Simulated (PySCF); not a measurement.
C4H4SSi.
SMILES: `C#CC([SiH3])=C=S`

The calculation used TDDFT CAM-B3LYP/def2-SVPD, vertical, gas phase, core orbitals frozen in the response in PySCF 2.14.0, density-fitted response routines. Geometry: GFN2-xTB; no solvent, vibrations or thermal averaging.

Each state is given a Gaussian of 0.3 eV full width at half maximum, with ε(max) = 2.175×10⁸ f / Δν̃ (Δν̃ the width in cm⁻¹). The width is an assumption, not a result. The curve ends short of the highest state used, and states not computed would add to its high-energy end.

λ (nm), ε (L mol⁻¹ cm⁻¹) and a bar:
```
    222.8       6700 ################
    229.8      12724 ##############################
    236.8       4922 ############
    243.7        785 ##
    250.7       2720 ######
    257.7       7226 #################
    264.7       6575 ################
    271.6       2441 ######
    278.6        411 #
    285.6         36 
    292.6          2 
    299.6          0 
    306.5          0 
    313.5          0 
    320.5          0 
    327.5          0 
    334.4          0 
    341.4          0 
    348.4          0 
    355.4          0 
    362.4          0 
    369.3          0 
    376.3          0 
    383.3          0 
    390.3          0 
    397.2          0 
    404.2          0 
    411.2          0 
    418.2          0 
    425.2          0 
    432.1          0 
    439.1          1 
    446.1          2 
    453.1          4 
    460.0          7 
    467.0         11 
    474.0         15 
    481.0         20 
    488.0         23 
    494.9         24 
    501.9         24 
    508.9         22 
    515.9         19 
    522.8         15 
    529.8         12 
    536.8          9 
    543.8          6 
    550.8          4 
    557.7          3 
    564.7          2 
    571.7          1 
    578.7          1 
    585.6          0 
    592.6          0 
    599.6          0 
    606.6          0
```

(1) Where are the band maxima, and which computed states make them?

(2) Does any computed singlet lie in the visible range?

(3) Coming from long wavelengths, where does ε first pass 100 L mol⁻¹ cm⁻¹?

(4) On this curve, what absorbance would a 10⁻³ mol/L sample give at 280 nm over a 1 cm path?

## Answers

(1) 497 nm (2.49 eV), ε about 24, made up of S1 (100%); 261 nm (4.76 eV), ε about 7800, made up of S2 (100%); 229 nm (5.41 eV), ε about 13000, made up of S3 (99%) (ε in L mol⁻¹ cm⁻¹; maxima over ε = 5, shares over 10%). The states used: S1 2.49 eV (f 0.0003); S2 4.76 eV (f 0.087); S3 5.41 eV (f 0.142); S4 5.46 eV (f 0.0000); S5 5.62 eV (f 0.0032); S6 5.72 eV (f 0.0051); S7 5.95 eV (f 0.018); S8 6.16 eV (f 0.424).

(2) S1 lies in the visible range (380 to 750 nm), at 497 nm, dark in the vertical dipole picture (f under 0.0005); light of that wavelength is blue-green to green, and its complementary colour is red to purple; a Tamm–Dancoff triplet lies at 560 nm, without intensity as long as spin–orbit coupling is left out.

(3) At about 283 nm (4.38 eV), 1.89 eV above S1.

(4) 280 nm is 4.428 eV, where ε is about 270 L mol⁻¹ cm⁻¹, so A = ε c l ≈ 0.27 (Beer–Lambert, with the gas-phase spectrum and the assumed width).

Time: 47 s wall (grids of density and orbitals included); peak memory 0.71 GiB. Hardware: one thread, Arm Neoverse N1 (aarch64), no GPU, shared host.
